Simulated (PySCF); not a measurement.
C5H7F, SMILES C(/C=C/C)=C/F.

The structure is a stationary point at B3LYP-D3(BJ)/def2-SVP. The structure was generated by enumeration; whether it is a known compound was not checked. The values are those of a single conformer.

All values below come from M06-2X/def2-TZVP (PySCF).

Gas-phase values at a fixed geometry.

Computed frontier levels, gap, dipole moment and polarisability:
```
Quantity                                                                                                         Value
---------------------------------------------------------------------------------------------  -----------------------
highest occupied level                                                                                        -7.54 eV
lowest empty level                                                                                             0.19 eV
orbital gap                                                                                                    7.72 eV
dipole moment                                                                                                   1.51 D
quadrupole, principal values (traceless, Buckingham form, about the centre of nuclear charge)   -5.29, -2.21, 7.50 D·Å
mean static polarisability                                                                        67.2 bohr³ (9.95 Å³)
polarisability, principal values                                                               41.1, 53.9, 106.5 bohr³
```
